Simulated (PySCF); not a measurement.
## NMR problem set

PySCF 2.14.0 with density-fitted response routines calculation with couplings computed with B3LYP/pcJ-1 (spin–dipole term left out of most H,H and C,H couplings), shieldings: GIAO PBE0/pcSseg-1 and coordinates at the GFN2-xTB level; relativity neglected, one computed conformer, averaged over atoms made equivalent by symmetry, fast rotation or ring inversion, no solvent.

Referencing at the same level of theory: TMS for 1H (σref 31.72), 13C (σref 186.93). Multiplet labels drop J under 1 Hz and among equivalent protons, and merge close values. Unscaled 3J(H,H) run several per cent high. Splittings of carbon signals by F and P are missing where no couplings were computed. Where no couplings were computed, multiplicities follow the n + 1 count of equivalent neighbours, and m marks all less simple cases (inequivalent or close neighbours, rings, F or P nearby). Shifts are as computed. Against solution values, carbons near 30 ppm lie about +3 ppm off and those near 130 ppm about +5 ppm (rms about the fit 2.1 ppm; single classes can miss by 10 ppm). Of 1328 compounds with measured shifts, 309 miss one by over three times the rms of a fit or turn the order of signals round; such compounds aren't used in these exercises. Signals without a measured value on file couldn't be tested in this way; 1H shifts scatter by 0.2 ppm about their fit, and single ones miss by 0.5 ppm.

Q: C₆H₉F. 1H NMR (500 MHz, computed): δ 6.48 (m, 1H), 6.04 (m, 1H), 5.69 (m, 2H), 5.46 (m, 1H), 5.42 (m, 1H), 1.92 (s, 3H). 13C{1H} NMR (computed): δ 140.1 (CH), 139.1 (CH), 138.4 (C), 121.2 (CH2), 85.0 (CH2), 21.5 (CH3). Give a structure.

A: SMILES FC/C=C(\C=C)C. The formula gives 2 degrees of unsaturation (no ring in the answer). 6 carbon signals for 6 carbons: no two carbons are equivalent. Carbon types of the structure: 1 × C, 2 × CH, 2 × CH2, 1 × CH3, which accounts for all hydrogens. δC 140.1, 139.1: alkene CH; as expected for a trigonal carbon in a double bond. δC 138.4: fully substituted alkene carbon; an sp2 carbon of a C=C bond. δC 121.2: terminal =CH2 carbon; as expected for a trigonal carbon in a double bond. δC 85.0: allylic sp3 CH2 bonded to F; deshielded by the electronegative neighbour.

This is the structure that produced the data.

Q: C₅H₇N. 1H NMR (400 MHz, computed): δ 7.90 (d, J = 17.2 Hz, 1H), 7.16 (dd, J = 17.2, 1.3 Hz, 1H), 5.98 (m, 1H), 5.94 (qd, J = 2.7, 1.3 Hz, 1H), 3.18 (m, 1H), 1.82 (m, 1H), 1.77 (m, 1H). 13C{1H} NMR (computed): δ 152.3 (CH2), 145.1 (C), 112.2 (CH2), 48.5 (CH), 18.3 (CH2). Identify the compound.

A: SMILES C=N[C@H]1CC1=C. The formula gives 3 degrees of unsaturation (1 ring in the answer). 5 carbon signals for 5 carbons: no two carbons are equivalent. Carbon types of the structure: 1 × C, 1 × CH, 3 × CH2, which accounts for all hydrogens. δC 152.3: C=N carbon. δC 145.1: fully substituted alkene carbon; as expected for a trigonal carbon in a double bond. δC 112.2: terminal =CH2 carbon; the olefinic region. δC 48.5, 18.3: three-membered-ring carbon. The protons at 7.16 and 7.90 share a coupling of 17.2 Hz (geminal).

This is the structure that produced the data. Such data don't tell enantiomers apart.

Q: C₆H₉F. 1H NMR (300 MHz, computed): δ 6.65 (m, 1H), 6.38 (m, 1H), 6.33 (m, 1H), 5.46 (m, 1H), 5.37 (m, 1H), 4.79 (m, 2H), 2.42 (m, 2H). 13C{1H} NMR (computed): δ 145.7, 140.9, 140.6, 123.4, 88.0, 40.8. Identify the compound.

A: SMILES C=C/C=C/CCF. The formula gives 2 degrees of unsaturation (no ring in the answer). 6 carbon signals for 6 carbons: no two carbons are equivalent. Carbon types of the structure: 3 × CH, 3 × CH2, which accounts for all hydrogens. δC 145.7, 140.9, 140.6: alkene CH; an sp2 carbon of a C=C bond. δC 123.4: terminal =CH2 carbon; as expected for a trigonal carbon in a double bond. δC 88.0: sp3 CH2 bonded to F; pulled downfield by the heteroatom. δH 6.65, 6.38, 6.33: hydrogen on an alkene CH; attached to an sp2 carbon and in the plane of the double bond.

This is the structure that produced the data.
